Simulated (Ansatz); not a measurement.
C5H8O2S (`CC1C=CCS1(=O)=O`). Total charge 0; spin multiplicity 1. All single points use the PBE0-D4/def2-TZVP geometry.

```xyz
16

C    -1.379    0.701    1.385
C    -0.152   -0.016    0.856
C     0.925    0.869    0.317
C     1.475    0.526   -0.844
C     0.960   -0.717   -1.486
S    -0.552   -1.068   -0.572
O    -1.654   -0.479   -1.284
O    -0.607   -2.450   -0.181
H    -2.136   -0.010    1.718
H    -1.818    1.334    0.614
H    -1.097    1.323    2.238
H     0.245   -0.706    1.607
H     1.212    1.758    0.867
H     2.252    1.109   -1.324
H     0.695   -0.599   -2.538
H     1.630   -1.573   -1.374
```

What is the dipole moment at ωB97M-V/def2-TZVPP? (Estimate.)

The calculation gave: 4.53 D, with components (3.42, 2.76, 1.10) D in this frame, pointing from negative to positive charge.

And with PBE, r2SCAN, B3LYP? (Estimate.)

Ansatz gave: PBE 4.18 D, r2SCAN 4.33 D, B3LYP 4.49 D.

Give the Mulliken charges with ωB97M-V, r2SCAN, PBE in def2-TZVPP. (Estimate.)

Ansatz gave: 
```csv
atom,ωB97M-V,r2SCAN,PBE
C1,-0.32,-0.16,-0.26
C2,-0.11,0.04,0.01
C3,-0.13,-0.16,-0.15
C4,-0.14,-0.14,-0.15
C5,-0.21,-0.07,-0.11
S6,0.78,0.80,0.62
O7,-0.45,-0.47,-0.39
O8,-0.46,-0.47,-0.39
H9,0.13,0.07,0.10
H10,0.13,0.07,0.11
H11,0.10,0.05,0.08
H12,0.13,0.06,0.09
H13,0.13,0.10,0.10
H14,0.13,0.10,0.11
H15,0.14,0.09,0.11
H16,0.15,0.09,0.11
```

B3LYP here is the variant with VWN-RPA as its local correlation; programs differ in this.
